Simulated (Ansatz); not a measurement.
C₃H₉N, charge +1, doublet, geometry from GFN2-xTB (a state made from the parent by changing its charge; the spin is typed, not shown lowest); Ansatz (an electronic-structure program) with B3LYP5/STO-3G.

Ansatz was given this input:
Ansatz 0.2 input:
```yaml
crystal:
  periodic: [false, false, false]
  atoms:
    - {symbol: C, position_ang: [-0.58697625, 1.20935650, 0.59090442]}
    - {symbol: C, position_ang: [-0.00874044, 0.08802893, -0.26351798]}
    - {symbol: C, position_ang: [1.43871210, -0.29305842, 0.02182977]}
    - {symbol: N, position_ang: [-0.85591561, -1.00397376, -0.39613980]}
    - {symbol: H, position_ang: [0.04467706, 2.09162211, 0.54772703]}
    - {symbol: H, position_ang: [-0.64164982, 0.87441774, 1.62797986]}
    - {symbol: H, position_ang: [-1.59209792, 1.48714983, 0.27947297]}
    - {symbol: H, position_ang: [0.06108549, 0.56721119, -1.28005421]}
    - {symbol: H, position_ang: [1.81315739, -1.03846393, -0.67716207]}
    - {symbol: H, position_ang: [1.50386623, -0.71687113, 1.02524213]}
    - {symbol: H, position_ang: [2.08335084, 0.57957615, -0.02499560]}
    - {symbol: H, position_ang: [-0.49159697, -1.92416414, -0.60070036]}
    - {symbol: H, position_ang: [-1.84735550, -0.91862355, -0.21982844]}
basis:
  gaussian:
    orbitals: STO-3G
hamiltonian:
  xc: b3lyp5
total_charge: 1
magnetization: {spin_polarized: true, initial_magnetization: 1}
```

Output, abridged:

```
Functional definition: B3LYP5
407 factors; integrals over basis functions are off by at most 3.7e-5 eV
mean field evaluation 1: about -4678.5125 eV, gradient 9.5e0 eV
mean field evaluation 2: about -4678.8309 eV, gradient 6.9e0 eV
mean field evaluation 4: about -4679.1088 eV, gradient 3.0e-1 eV
mean field evaluation 8: about -4679.0553 eV, gradient 9.9e-3 eV
mean field -4679.05528186 eV, -171.9521100308 hartree, gradient 6.0e-5 eV, S^2 0.753612; 0 other end points of the search recorded, 0 dependent functions left out
reference -4679.05548353 eV, -171.9521174418 hartree; 17, 16 occupied and 12, 13 virtual orbitals, 407 factors
Total energy: -4679.05548353 eV, -171.9521174418 hartree
```
